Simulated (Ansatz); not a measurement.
Cost and result for the atomization energy of CH₃Cl₂ISi, SMILES `ClC[SiH](Cl)I` (8 atoms, 7 bonds).

Total charge 0; spin multiplicity 1. Correlated methods include outer-core shells of I, which these sets cover unevenly. I: def2 effective core potential. The structure was optimised at the PBE0-D4/def2-TZVP level. It is one conformer, not always the lowest. Program: Ansatz. All runs use 4 threads of a server CPU on a shared host. Times are those of one run each, without the atoms' runs, and a repeat can differ threefold. Electronic energies, without spin–orbit coupling; frozen cores. CCSD(T)/CBS adds CCSD(T) − MP2 in def2-TZVPP to the MP2 limit, and its time is that of the two runs behind it. T1 = 0.009. With those shells the extrapolation isn't a true limit. B3LYP takes the VWN-RPA correlation (the form of Gaussian; ORCA's B3LYP/G). HSE06 is the plane-wave form, built on full-range PBE exchange.

CCSD(T)/CBS is a level of theory with its own doubt, some kJ/mol a heavy atom from the limit and from the frozen cores, so smaller differences don't rank the functionals.

```
                             level  functions  wall time  atomization (kJ/mol)  difference from CCSD(T)/CBS  per bond
            LDA (SPW92)/def2-TZVPP        249      2.3 s                2905.4                        354.2      50.6
              revPBE-D4/def2-TZVPP        249      3.9 s                2520.9                        -30.3      -4.3
               HSE06-D4/def2-TZVPP        249      5.5 s                2554.2                          3.0       0.4
               BHLYP-D4/def2-TZVPP        249      5.5 s                2457.7                        -93.5     -13.4
                  CCSD(T)/def2-SVP        109      7.5 s                2332.2                       -219.0     -31.3
r2SCAN-D4/def2-TZVPP (with forces)        249        8 s                2553.2                          2.0       0.3
 B3LYP-D4/def2-TZVPP (with forces)        249        8 s                2508.8                        -42.4      -6.1
               PBE-QIDH/def2-TZVPP        249        9 s                2540.7                        -10.5      -1.5
                 B2PLYP/def2-TZVPP        249      9.5 s                2483.6                        -67.6      -9.7
  ωB97M-V/def2-TZVPP (with forces)        249       22 s                2543.9                         -7.3      -1.0
                    MP2/def2-QZVPP        439       25 s                2586.1                         34.9       5.0
                CCSD(T)/def2-TZVPP        249    4.6 min                2459.4                        -91.8     -13.1
                 CCSD(T)/CBS(def2)          –    5.1 min                2551.2                          0.0       0.0
```

From r2SCAN to r2SCAN0 (25 % exact exchange), in def2-TZVPP and without D4, the atomization energy moves by −34.1 kJ/mol: exact exchange takes away binding that semilocal exchange gives to molecules. In def2-TZVPP, CCSD(T) changes the Hartree–Fock value by +606.7 kJ/mol (the triples alone add +49.0 kJ/mol) and MP2 by +679.4 kJ/mol; breaking electron pairs costs correlation energy, which Hartree–Fock lacks. At CCSD(T), def2-SVP lies −219.0 kJ/mol from the extrapolated value and def2-TZVPP −91.8 kJ/mol: correlation converges slowly with the basis, and small sets miss more of it in the bonded molecule than in its fragments.

Spin–orbit coupling would lower the free I atoms strongly, and the atomization energy with them, by more than many differences here.
